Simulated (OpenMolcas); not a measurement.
An OpenMolcas run meant for C III (ANO-R1, X2C; inactive shells 1s; intended active space 2 electrons in 8 orbitals (2s 2p 3s 3p)). One step of its input:

```
&CASPT2
Multistate=3 1 2 3
Frozen=0 0
IPEA=0.25
Imaginary=5.0
MaxIter=60
WThr=0.0 0.3 0.05
PrWF=0.5
NoMix
```

The run finished. Its levels beside those of a sound run (MS-CASPT2, IPEA 0.25 Eh, imaginary shift 0.1 Eh (closed shells correlated: 1s)), in cm⁻¹ above each run's lowest level:

```csv
Level,This run,Usual run
2s² ¹S₀,0.0,0.0
2s 2p ³P°₀,53760,53085
2s 2p ³P°₁,53785,53110
2s 2p ³P°₂,53835,53160
2s 2p ¹P°₁,112223,107228
2p² ³P₀,139950,139481
2p² ³P₁,139974,139505
2p² ³P₂,140023,139554
2p² ¹D₂,155977,150463
2p² ¹S₀,191630,188510
```

Task: Which setting is unsound, and how much does it matter here?

Result: The level shift is far above the usual 0.1 to 0.3 hartree and damps the second-order energy. Against the sound run the excited levels shown move by 1900 cm-1 on average and by 5500 cm-1 at most.

Active for correlation alone: 3p 3s; no level in the range computed is led by a configuration that fills them, so any true level of that kind is missing. Only configurations of the active space appear.

° marks odd parity.
